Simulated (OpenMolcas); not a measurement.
# Ta+: effect of the IPEA shift

- Program: OpenMolcas
- Basis: ANO-RCC-VTZP [8s7p5d3f2g1h]
- Scalar Hamiltonian: DKH2, point nucleus
- Active space: 4 electrons in 9 orbitals (RAS2 5d 6s; RAS3 6p, at most 2 electrons)
- State averaging: 2S+1 = 5 even, 15 roots; 2S+1 = 3 even, 90 roots kept (CI in the orbitals of an earlier block); 2S+1 = 1 even, 85 roots kept (CI in the orbitals of an earlier block, 77 in the spin-orbit step); 2S+1 = 5 odd, 59 roots (21 in the spin-orbit step); 2S+1 = 3 odd, 86 roots kept (CI in the orbitals of an earlier block, 12 in the spin-orbit step); 2S+1 = 1 odd, 57 roots kept (CI in the orbitals of an earlier block, 1 in the spin-orbit step)
- Spin-orbit coupling: state interaction with AMFI integrals over the reference wave functions, term energies averaged over their components

Methods on the same reference wave functions:
A. RASSCF
B. MS-RASPT2, IPEA 0 Eh, imaginary shift 0.1 Eh (closed shells correlated: 5s 5p)
C. MS-RASPT2, IPEA 0.25 Eh, imaginary shift 0.1 Eh (closed shells correlated: 5s 5p)

Energies in cm⁻¹ above 5d³ 6s ⁵F₁, the measured ground level; measured values from NIST Handbook of Basic Atomic Spectroscopic Data.

```csv
Level,A,B,C,Measured
5d³ 6s ⁵F₁,0.0,0.0,0.0,0.0
5d³ 6s ⁵F₂,1083,1080,1081,1031
5d³ 6s ⁵F₃,2689,2780,2750,2642
5d³ 6s ⁵F₄,4536,4610,4580,4416
5d³ 6s ³P₀(1),5743,3010,3670,
5d² 6s² ³F₂ [63 %],6182,3790,3990,3180
5d³ 6s ⁵F₅,6447,6420,6440,6187
5d³ 6s ³P₁(1),6916,4330,4960,
5d² 6s² ³F₃,9494,7220,7310,6831
5d² 6s² ³F₄,12152,9880,10010,9746
5d³ 6s ⁵P₁,12240,10940,11190,
5d⁴ ⁵D₀ [65 %],13361,12750,12890,
5d³ 6s ⁵P₂ [53 %],13849,12280,12600,
5d⁴ ⁵D₁ [70 %],14137,13710,13780,
5d⁴ ⁵D₂,15028,14980,14980,
5d⁴ ⁵D₃ [64 %],16244,16340,16370,
5d³ 6s ³G₅ [60 %],16821,14780,15360,
5d³ 6s ³D₁ [52 %],17515,14890,15600,
5d³ 6s ³P₀(2) [73 %],18919,16820,17420,
5d³ 6s ³P₁(2) [51 %],19847,17610,18260,
5d³ 6s ³D₂ [63 %],19891,17430,18140,
5d³ 6s ³H₅ [70 %],21109,18890,19470,
5d³ 6s ³H₆,21213,18940,19480,
5d³ 6s ³P₂(2) [69 %],21248,18790,19510,
```

Deviations, from unrounded energies. A percentage is the sum of absolute deviations over the sum of measured energies, with the sign that they share, or ± where signs differ.

| Against measurement | Levels | A | B | C |
| --- | --- | --- | --- | --- |
| mean absolute deviation (cm-1) | 7 | 1200 | 250 | 300 |
| fine structure of the ground term (%) | 4 | +3.3 | +4.3 | +4.0 |
| other configurations (%) | 3 | +40.9 | +5.7 | +7.9 |

B lies closest to measurement on these levels and A furthest from it. The largest miss of B in the table is 5d² 6s² ³F₂ [63 %], by +610 cm-1. The ranking rests on the paired levels alone, and a cruder setting can come out closer through cancelling errors.

Between B and C the level of the table that moves most is 5d³ 6s ³P₂(2) [69 %], by 720 cm-1 (lowest in B, highest in C). Moves below CASPT2's spread within the term are not significant.

The mean deviations of B to C differ by less than CASPT2's widest spread within a term (710 cm-1), so their order carries little weight.

From A to B the spin-free energies of the other terms of 5d³ 6s shown, above ⁵F, scale by factors of 0.37 to 0.85.

The lowest spin-free term lies below A's lowest term by 0.283 hartree in B, 0.275 hartree in C.

CASPT2 does not keep the components of a term degenerate, so their means are used; among the terms shown or strongly mixed into the levels shown the widest spread is 710 cm-1 (5d² 6s² ³F, B). Some high roots are left out of the spin-orbit mixing, which shifts the levels that they would mix with. Terms from blocks run as CI alone lack orbitals of their own. Configurations are named by rounded mean occupations; where the s occupation lies near a half they are strongly mixed, a name can repeat and a true partner stay unpaired. A single d shell beside an s shell can misplace configurations of different d count against each other. Without dynamic correlation excited terms often stand tens of per cent too high (terms of higher spin than the ground term too low), and those without a measured partner can miss by more than the paired ones (holds for A). Blocks of more than 70 roots (2S+1 = 3 even, 1 even) ran without multistate coupling (holds for B; C). The CASPT2 spread within a term exceeds the gap to the next term for 5d³ 6s ³G and 5d³ 6s ³F(1), so the order of their levels is uncertain, and so are names and mixing where such terms share a J (holds for B; C). Computed and measured levels are paired by configuration, term and J; levels that our copy of the source lacks, or whose pairing is in doubt (as where it misses far off the trend of its configuration), stay unpaired and out of the deviations. Levels of configurations outside the active space are missing. The table leaves out levels that lie high or whose names do not pair safely across all columns.

A share in square brackets marks a mixed level and gives the weight of the term that names it, the lowest over the columns. A number in round brackets counts repeated terms of one configuration in the order of the reference energies.
